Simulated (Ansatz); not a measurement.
Saddle point of CH8AsGa, closed shell (CH₅Ga ([CH3][GaH2]) + AsH₃ → GaAsH₄ ([GaH2][AsH2]) + CH₄; bonds formed: Ga1–As6, C2–H5; bonds broken: Ga1–C2, H5–As6), PBE0-D4/def2-TZVP structure:

Ga1  (-0.990, 0.134, 0.327)
C2  (0.512, 1.313, -0.684)
H3  (-2.057, -0.305, -0.713)
H4  (-1.109, 0.638, 1.792)
H5  (0.634, -0.123, -0.185)
As6  (0.890, -1.892, 0.384)
H7  (1.394, 1.624, -0.122)
H8  (0.791, 1.032, -1.700)
H9  (-0.154, 2.180, -0.754)
H10  (-0.303, -2.659, -0.162)
H11  (0.392, -1.941, 1.817)
(Å)

Energies are electronic, without zero-point energy. Barriers and step energies count from the start structure reached by relaxing down the imaginary mode; all methods use the PBE0-D4 structures, on which another method's saddle can fall below an end. Program: Ansatz 0.2.0. Basis: def2-TZVPP, with def2-QZVPP for the basis limit. Cores are frozen in the correlated methods. Filled d shells of the heavier atoms are correlated. The def2 sets are not built for correlating such inner shells, so the correlated values are less sure here. B3LYP uses VWN-RPA correlation. Extrapolation: Hartree–Fock as exp(−7.88 √X), correlation as X^−2.97.

```csv
method,barrier (kcal/mol),step energy (kcal/mol)
SPW92,14.50,-15.91
PBE-D4,19.95,-17.91
BLYP-D4,24.72,-17.80
r2SCAN-D4,21.90,-18.20
B97M-V,27.46,-17.31
PBE0-D4,23.25,-18.48
B3LYP-D4,?,-18.29
r2SCAN0-D4,24.46,-18.73
BHLYP-D4,31.45,-18.97
CAM-B3LYP-D4,?,-17.51
wB97X-V,29.65,-17.51
wB97M-V,28.89,-17.42
B2PLYP,28.03,-18.41
PBE-QIDH,25.97,-18.48
RPA on PBE,?,-16.49
HF,43.03,-20.31
MP2,26.25,-17.80
CCSD,31.19,-17.54
CCSD(T),28.43,-17.31
```

(1) Fill in the withheld barriers. (To be estimated.)

No T1 diagnostic of these runs exceeds 0.013. The start structure is not quite a true minimum (one mode of 52i cm⁻¹). The end structure is not quite a true minimum (one mode of 51i cm⁻¹).

## Answers

(1) Computed: RPA on PBE 28.68; CAM-B3LYP-D4 29.43; B3LYP-D4 27.05 kcal/mol. Each is the energy of the saddle less that of the start structure, by the same method.

For comparison, the barrier by CCSD(T) at an estimated basis limit (MP2 extrapolated from triple and quadruple zeta, plus CCSD(T) − MP2 in triple zeta) is 26.73 kcal/mol.

Labels in which every atom is bracketed show which atoms are joined, not bond orders.

For scale, one of the runs: CCSD(T)/def2-TZVPP, 239 basis functions, launched by `ansatz run in.yaml --threads 8 --pin off --events-out ev --progress --plain --max-ram 19148MiB`. The run took 2.3 min on 8 CPU threads of an Intel Xeon (shared host), with 4.5 GiB of host memory at its peak.
